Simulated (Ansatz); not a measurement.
Geometry optimisation, RKS B3LYP-D4/def2-SVP (Ansatz).

Input:

```yaml
crystal:
  periodic: [false, false, false]
  atoms:
    - { symbol: O, position_ang: [1.65855, 0.63228, 2.1094] }
    - { symbol: B, position_ang: [0.86258, 0.69354, 1.22326] }
    - { symbol: C, position_ang: [-0.16479, 0.72592, 0.07367] }
    - { symbol: Al, position_ang: [-0.40933, -1.04058, -0.83556] }
    - { symbol: H, position_ang: [-0.57739, 0.48377, -0.69516] }
    - { symbol: H, position_ang: [-1.12797, 1.07166, 0.4765] }
    - { symbol: H, position_ang: [0.41138, -1.44539, -2.08409] }
    - { symbol: H, position_ang: [-1.38738, -2.11537, -0.30189] }
basis:
  gaussian: { orbitals: def2-SVP }
hamiltonian:
  xc: b3lyp
  dispersion: d4
relax:
  f_tol: 0.02
  max_steps: 50
```

Launched with:

```bash
$ ansatz run input.yaml --threads 1 --pin off --max-ram 2048MiB --backend cpu --events-out ev --progress --plain --runs-dir out
```

Where does it end, and by what steps?

The forces met the threshold. After 13 steps the energy has fallen by 3.960 eV; H5 moved furthest, 0.98 Å. The start is strongly strained (largest force component 11 eV/Å), so its close contacts needn't be bonds. Parted: Al4–H5.

| step | energy less start (eV) | largest force component (eV/Å) | accepted |
| --- | --- | --- | --- |
| 0 | 0.0000 | 11.360 | yes |
| 1 | -2.0285 | 2.888 | yes |
| 2 | -2.8941 | 1.828 | yes |
| 3 | -3.4243 | 2.309 | yes |
| 4 | -3.6741 | 1.569 | yes |
| 5 | -3.8811 | 1.155 | yes |
| 6 | -3.9175 | 0.947 | yes |
| 7 | -3.9508 | 0.179 | yes |
| 8 | -3.9554 | 0.189 | yes |
| 9 | -3.9580 | 0.029 | yes |
| 10 | -3.9589 | 0.131 | yes |
| 11 | -3.9590 | 0.117 | yes |
| 12 | -3.9592 | 0.062 | yes |
| 13 | -3.9596 | 0.003 | yes |

```xyz
8
Properties=species:S:1:pos:R:3
O 1.652 0.590 1.914
B 0.762 0.638 1.095
C -0.338 0.599 0.047
Al -0.438 -1.210 -0.751
H -0.112 1.342 -0.738
H -1.299 0.857 0.522
H 0.463 -1.538 -2.008
H -1.424 -2.272 -0.115
```

Whether the end is a true minimum wasn't checked by a vibrational analysis.

Time of the run: 43 s on 1 CPU thread of a shared host.
